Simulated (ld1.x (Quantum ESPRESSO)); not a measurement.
# Pseudopotential generation for B (Z = 5): TM, PBE, non-relativistic.

B, norm-conserving Troullier–Martins (Kleinman–Bylander form), made with ld1.x (Quantum ESPRESSO) 7.5 (PBE, non-relativistic). Core [He], reference 2s2 2p1. Waves: 2s (bound): rc 1.10 bohr; 2p (bound): rc 3.45 bohr; 3d channel at 0.2 Ry: rc 3.45 bohr. Local part: the d channel. Core correction: Bessel-smoothed model core, default radius (core density twice the valence density).

All-electron outer shells of the reference configuration (PBE, non-relativistic, ld1.x):

```tsv
shell	level (eV)	outermost node (bohr)	outermost maximum (bohr)
2s	-9.44	0.46	1.52
2p	-3.61	–	1.57
```

(1) Estimate the cutoffs (Ry, on a coarse ladder) from which the occupation-weighted sum of valence levels, in a spherical-Bessel basis at the reference potential, stays within 10 and 1 mRy of its value at 400 Ry.

(2) Does the potential have ghost states?

(3) Which valence shell sets the plane-wave cutoff?

(4) Tests: 2s2 2p0; 2s1 2p0; 2s2 2p0.5; 2s1 2p1; 2s0 2p3; 2s1 2p2; 2s2 2p1.3. Which has the largest error in its energy relative to the reference configuration, and how large is it?

Results:

(1) 21 Ry and 70 Ry.

(2) No extra level below or beside the all-electron valence levels (s, p, d, f tested).

(3) 2s: its level needs 55 Ry to come within 1 mRy, against 12 Ry for 2p.

(4) 2s1 2p0, with +428 meV (all-electron minus pseudo) on +33.64 eV.
